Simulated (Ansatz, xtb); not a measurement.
**Relative energy of two structures of CH4AlBrSi**

Structure I is `[SiH2]=[CH][AlH][Br]`, a singlet and structure II is a singlet given by its coordinates. Both are isolated molecules in the gas phase, relaxed with PBE0-D3(BJ)/def2-SVP; the shapes shown needn't be the lowest conformers.

I (Å):

```yaml
atoms:
  - { symbol: C, position_ang: [-0.7953, 0.6431, 0.7871] }
  - { symbol: Al, position_ang: [-1.3745, 2.4558, 0.7563] }
  - { symbol: Br, position_ang: [-1.8372, 3.4579, 2.7459] }
  - { symbol: Si, position_ang: [-0.6057, -0.2704, 2.2266] }
  - { symbol: H, position_ang: [-0.8813, 0.2877, 3.5744] }
  - { symbol: H, position_ang: [-0.1534, -1.6896, 2.2634] }
  - { symbol: H, position_ang: [-0.5634, 0.1301, -0.1563] }
  - { symbol: H, position_ang: [-1.5658, 3.3387, -0.5403] }
```

II (Å):

```yaml
atoms:
  - { symbol: C, position_ang: [-0.6688, 0.6537, -1.8535] }
  - { symbol: Al, position_ang: [1.6380, 0.0986, 0.8038] }
  - { symbol: Br, position_ang: [3.7092, -0.0833, 1.7069] }
  - { symbol: Si, position_ang: [0.2770, 1.5957, -0.4812] }
  - { symbol: H, position_ang: [-1.2973, 1.3984, -2.3715] }
  - { symbol: H, position_ang: [-1.3336, -0.1371, -1.4790] }
  - { symbol: H, position_ang: [0.0172, 0.2284, -2.6008] }
  - { symbol: H, position_ang: [-0.7817, 1.7851, 0.5997] }
```

Close contacts (Å): C1–Si4 1.91, Al2–Br3 2.27, Al2–Si4 2.40, C1–H5 1.10, C1–H6 1.10, C1–H7 1.10, Si4–H8 1.52.

Quicker runs give these differences E(II) − E(I): GFN2-xTB +9.2 kcal/mol; HF/STO-3G −5.7 kcal/mol (at GFN2-xTB geometries); r2SCAN-D4/def2-SVP +6.8 kcal/mol (at GFN2-xTB geometries).

Task: Estimate E(II) − E(I) at the level CCSD(T)/def2-SVP + ΔMP2/def2-TZVPP.

Result: Calculated at CCSD(T)/def2-SVP + ΔMP2/def2-TZVPP: E(II) − E(I) = +4.0 kcal/mol, so structure I lies lower.

Level by level:

```
                             level              geometry  E(II) − E(I) (kcal/mol)  departure from the last row (kcal/mol)  job, with rough time for the two
                          GFN2-xTB              GFN2-xTB                      +9.2                                    +5.2              optimisation, 0.15 s
                         HF/STO-3G              GFN2-xTB                      −5.7                                    −9.7              single point, 0.38 s
                r2SCAN-D4/def2-SVP              GFN2-xTB                      +6.8                                    +2.9               single point, 3.8 s
              PBE0-D3(BJ)/def2-SVP  PBE0-D3(BJ)/def2-SVP                      −0.2                                    −4.2                optimisation, 45 s
                       HF/def2-SVP  PBE0-D3(BJ)/def2-SVP                     +12.0                                    +8.0           part of the CCSD(T) run
                      MP2/def2-SVP  PBE0-D3(BJ)/def2-SVP                      +8.7                                    +4.7           part of the CCSD(T) run
                  CCSD(T)/def2-SVP  PBE0-D3(BJ)/def2-SVP                      +3.7                                    −0.3                      single point
CCSD(T)/def2-SVP + ΔMP2/def2-TZVPP  PBE0-D3(BJ)/def2-SVP                      +4.0                                                        single point, 26 s
```

HF/STO-3G puts the two in the other order. PBE0-D3(BJ)/def2-SVP finds them nearly level. The largest departure from CCSD(T)/def2-SVP + ΔMP2/def2-TZVPP is that of HF/STO-3G, 9.7 kcal/mol. The last row adds to CCSD(T) the change of the MP2 difference between the two basis sets, here +0.3 kcal/mol.

With harmonic frequencies from PBE0-D3(BJ)/def2-SVP (ideal gas, rigid rotor, one conformer each, 400 K, 1 atm): on the last row, ΔE + ΔZPE = +7.7 kcal/mol. A mode under 50 cm⁻¹ makes harmonic enthalpies and free energies unreliable, so none is given.

The correlated steps freeze 20 core orbitals; the filled d shell of Br is correlated, in a basis made for valence electrons. Programs: Ansatz 0.2.0, xtb 6.7.1; the last row on 2 threads of Arm Neoverse V2 on a shared host.
